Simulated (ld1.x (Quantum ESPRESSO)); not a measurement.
**What one change does to a pseudopotential (Bi, ultrasoft)**

ld1.x (Quantum ESPRESSO) 7.5 input, shortened:

```
&input
   title='Bi', zed=83., rel=1, dft='PZ', iswitch=3,
   config='[Xe] 4f14 5d10 6s2 6p3'
 /
 &inputp
   pseudotype=3, tm=.true., lloc=-1, rcloc=1.90,
   nlcc=.true., rcore=1.25
 /
6
6S  1  0   2.00   0.00  1.75  1.90  0.0
6S  1  0   0.00  -0.65  1.75  1.90  0.0
6P  2  1   3.00   0.00  2.10  2.55  0.0
6P  2  1   0.00   1.30  2.10  2.55  0.0
5D  3  2  10.00   0.00  1.75  1.95  0.0
5D  3  2   0.00  -1.70  1.75  1.95  0.0
 &test
   configts(1)='5d10 6s2 6p3'
 /
```

Change: waves 6p (bound): rcut 2.10, rcutus 3.62 bohr; 6p channel at 1.3 Ry: rcut 2.10, rcutus 3.62 bohr.

Cutoffs: the cutoffs (Ry, on a coarse ladder) from which the occupation-weighted sum of valence levels, in a spherical-Bessel basis at the reference potential, stays within 10 and 1 mRy of its value at 400 Ry; they do not see the model core or the augmentation charge, which bear on the density cutoff. Errors are all-electron minus pseudo energies relative to the spin-unpolarised reference configuration.

**Question.** How do hardness, ghosts and transferability respond?

**Answer.** The potential gets neither clearly harder nor softer (35 Ry and 50 Ry → 35 Ry and 50 Ry); of the 9 tests that both files solve, the error grows in 2 and shrinks in 3 by more than 15 % and 0.3 meV (median size 5.0 → 3.3 meV); neither file shows a bound ghost.

| quantity | base | changed |
| --- | --- | --- |
| cutoff, loose | 35 Ry | 35 Ry |
| cutoff, tight | 50 Ry | 50 Ry |
| bound ghosts | none | none |
| error for 5d10 6s2 6p2, meV [ΔE 8.15 eV] | -4.1 | -3.3 |
| error for 5d10 6s2 6p1, meV [ΔE 23.72 eV] | -14 | -11 |
| error for 5d10 6s2 6p0, meV [ΔE 47.43 eV] | -33 | -33 |
| error for 5d10 6s2 6p3.3, meV [ΔE -1.15 eV] | +0.5 | +0.5 |
| error for 5d10 6s2 6p2.5, meV [ΔE 3.21 eV] | -1.6 | -1.4 |
| error for 5d10 6s1 6p0, meV [ΔE 93.35 eV] | -58 | -58 |
| error for 5d10 6s1 6p4, meV [ΔE 10.18 eV] | -5.0 | -1.6 |
| error for 5d10 6s2 6p3 (spin-polarised), meV [ΔE -1.02 eV] | +5.5 | +6.5 |
| error for 5d10 6s2 6p2 (spin-polarised), meV [ΔE 7.60 eV] | -0.7 | -1.0 |
| lowest overlap eigenvalue by channel | s 0.21, p 0.40, d 1.00 | s 0.21, p 0.09, d 1.00 |
